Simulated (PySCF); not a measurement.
A structure optimised at PBE0-D3(BJ)/def2-SVP, used in a PySCF frequency run:

```xyz
13

C     -0.3315     2.4076     0.0000
C      0.5589     1.4090     0.0000
C      0.1674     0.0017     0.0000
N     -1.0240    -0.5000     0.0000
C     -0.4685    -1.8656     0.0000
C      0.9605    -1.2753     0.0000
H     -1.4030     2.1862     0.0000
H     -0.0194     3.4545     0.0000
H      1.6336     1.6171     0.0000
H     -0.7530    -2.4449     0.8939
H     -0.7530    -2.4449    -0.8939
H      1.5712    -1.4659    -0.8969
H      1.5712    -1.4659     0.8969
```
Charge 0, spin multiplicity 1.

Task: Write its SMILES, formula and point group.

Result: C=CC1=NCC1, C₅H₇N, Cs

Task: What are its rotational constants (standard atomic weights)?

Result: 10.576, 2.5600, 2.1169 GHz
